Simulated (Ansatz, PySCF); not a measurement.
This triplet is an excited state, 1.86 eV above the relaxed singlet at the level frozen-core CCSD(T)/cc-pVTZ // PBE0-D3(BJ)/def2-SVP (Ansatz, a quantum-chemistry and plane-wave program).

Cartesian coordinates (Å):
SMILES: CO[Si]C
```xyz
10

C      1.9248     0.3053     0.1725
O      0.9657    -0.7104     0.3038
Si    -0.4896    -0.8087    -0.5217
C     -2.0212    -0.2165     0.4367
H      2.5836     0.2786     1.0548
H      2.5519     0.1551    -0.7233
H      1.4697     1.3102     0.1066
H     -1.9400     0.8555     0.6743
H     -2.9109    -0.3750    -0.1904
H     -2.1340    -0.7942     1.3670
```
Charge 0, spin multiplicity 3.

Problem. What is the computed highest occupied spin orbital, dipole moment and total energy (ωB97X-D3(BJ)/def2-TZVP // PBE0-D3(BJ)/def2-SVP (PySCF 2.14.0))?

Solution. 
```yaml
highest_occupied_spin_orbital: -6.61 eV
dipole_moment: 1.33 D
total_energy: -444.6102 Ha
```
